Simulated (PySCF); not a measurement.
CH3BrSi (triplet state).
SMILES with atom numbers: `[SiH3:1][C:2][Br:3]` (hydrogens: H4, H5, H6 on Si1)

The calculation used PBE0-D3(BJ)/def2-SVP geometry optimisation, gas phase (PySCF).

Question: List the bond lengths and angles at this level.

Answer: 
```tsv
bond	length (Å)	order
Si1–C2	1.841	single
C2–Br3	1.803	single
Si1–H4, Si1–H5, Si1–H6	1.495	single
```

Bonds in one row agree within 0.01 Å and their mean is given. Orders are formal, as drawn. A selection of angles:
```tsv
angle	degrees
C2–Si1–H4	110.6
C2–Si1–H6	107.2
H4–Si1–H5	108.7
Si1–C2–Br3	139.1
```

Si1 (silicon bonded to C and 3 H) is tetrahedral (angles from 107.2° to 111.0°).

No frequency check. ⟨S²⟩ = 2.010 (exact for a triplet: 2.00). This triplet need not be the ground state; the singlet was not compared here.

Hardware: an Arm Neoverse V2 with one thread, no GPU, shared host. Cost: 15 s of wall time, 0.34 GiB resident at most. That covers the optimisation of the geometry.
